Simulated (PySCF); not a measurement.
Ga(Cl)2(OMe) (CH3Cl2GaO), SMILES [O]([Ga]([Cl])[Cl])C. Atoms are numbered in the order given.

```xyz
8

Ga    -0.0713     0.1251     0.0000
Cl    -0.5369     2.2091     0.0000
Cl     1.9633    -0.5764     0.0000
O     -1.4152    -1.0470     0.0000
C     -1.2042    -2.4527     0.0000
H     -1.6804    -2.9008    -0.8995
H     -1.6804    -2.9008     0.8995
H     -0.1290    -2.7406     0.0000
```

Geometry: PBE-D3(BJ)/def2-SVP. The structure was generated by enumeration; whether it is a known compound was not checked. The values are those of a single conformer.

Method: PBE/pcSseg-1 in PySCF.

GIAO shieldings, no solvent; atoms listed in one row are averaged. δ = σ(ref) − σ: ³⁵Cl against HCl (σ = 936.5 ppm); ¹⁷O against H2O (σ = 334.3 ppm); ¹³C against TMS (σ = 182.0 ppm); ¹H against TMS (σ = 31.49 ppm), references at their B3LYP-D3(BJ)/def2-TZVP geometries, non-relativistic (without spin–orbit terms, shifts of atoms bonded to Cl or Br come out too high).

| nucleus | atoms | count | δ (ppm) |
|---|---|---|---|
| ³⁵Cl | Cl2 | 1 | 72.4 |
| ³⁵Cl | Cl3 | 1 | 60.0 |
| ¹⁷O | O4 | 1 | 135.5 |
| ¹³C | C5 | 1 | 64.5 |
| ¹H | H6, H7, H8 | 3 | 4.71 |
